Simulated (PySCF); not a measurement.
# H: excitation energy

H 1s1 (2S) → H 3d1 (2D), as a difference of total energies. Computed with PySCF 2.14 in aug-cc-pVTZ with one added diffuse shell each of s, p, d type (5s4p3d, 32 functions), with the non-relativistic Hamiltonian (point nucleus). The calculations carry no spin-orbit coupling.

| method | excitation energy (eV) |
| --- | --- |
| UHF | 13.532 |
| PBE | 12.759 |
| PBE0 | 12.958 |
| r2SCAN | 13.025 |
| r2SCANh | 13.075 |
| M06-2X | 12.974 |
| BHandHLYP | 13.099 |

Task: Estimate what BP86 gives.

Result: 12.616 eV, closest to PBE among the rows shown.

Task: Estimate what LDA gives.

Result: 12.471 eV, closest to PBE among the rows shown.

The promoted electron is Rydberg-like, and one or two diffuse shells describe it only roughly, which tends to raise the upper state.

In the upper state the promoted electron has a positive orbital energy at LDA, PBE, PBE0, r2SCAN, r2SCANh, M06-2X, BP86, BHandHLYP, so the basis confines it.

For comparison: 12.088 eV (measured; NIST levels, between the centres of gravity of the two terms).
